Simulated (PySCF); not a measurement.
**Bond length, frequency and bond energy of SrAl by level of theory**

State: ²Π (doublet), unpaired electrons π ↑. Set-up: basis Sr def2-SVPD with ECP28, Al def2-SVPD; scalar-relativistic core potentials; PySCF 2.14. De refers to Sr + Al in their high-spin ground configurations, without counterpoise correction. The functionals are run spin-unrestricted. A positive dipole means Sr(−)Al(+). Levels whose curve was spin-contaminated or gave no clean fit are not listed.

```
       Level  Re (Å)  ωe (cm⁻¹)  De (eV)  μ (D)  CPU s a point (SCF and correlation, without the integrals)
    ROHF-MP2   3.413        130    0.382    n/a                                                        0.19
ROHF-SCS-MP2   3.457        119    0.305    n/a                                                         n/a
   ROHF-CCSD   3.451        123    0.329    n/a                                                         n/a
ROHF-CCSD(T)   3.397        138    0.423    n/a                                                         5.3
         PBE   3.320        159     0.77  -2.87                                                        0.66
       B97-3   3.375        147     0.54  -3.10                                                        0.58
        MN15   3.443        122     0.53  -1.65                                                         1.1
```

(1) Which functional lies closest to ROHF-CCSD(T) in De, which farthest, and by how much do they differ from it?

(2) What does the triples do here, going from ROHF-CCSD to ROHF-CCSD(T)?

Correlated steps freeze 5 core orbitals. Correlated levels converge slowly with the basis: in double zeta they bind strong bonds too weakly, by up to about 1 eV, and carry superposition errors of some tenths. Spin–orbit coupling is left out. The state is the lowest determinant that a PBE0 search found; another state may lie lower at other levels.

The whole job (state search and all levels along the bond) took about 2.6 min on 1 thread of Arm Neoverse V1 (shared host), peak memory 0.62 GiB.

Results:

(1) Closest is MN15 (+4.6 pm in Re, -11.6 % in ωe, +0.11 eV in De against ROHF-CCSD(T) in the same basis), farthest PBE (-7.7 pm in Re, +15.2 % in ωe, +0.35 eV in De). CCSD(T) converges more slowly with the basis than the functionals do and binds too weakly in this one, so the order can change at the basis-set limit.

(2) ROHF-CCSD(T) less ROHF-CCSD: -5.4 pm in Re, +12.2 % in ωe, +0.09 eV in De. Correlation nearly always deepens the well. The bond shortens, as in weak, metallic or heavy-atom bonds, where dispersion and the correlation of outer-core electrons pull the atoms together.
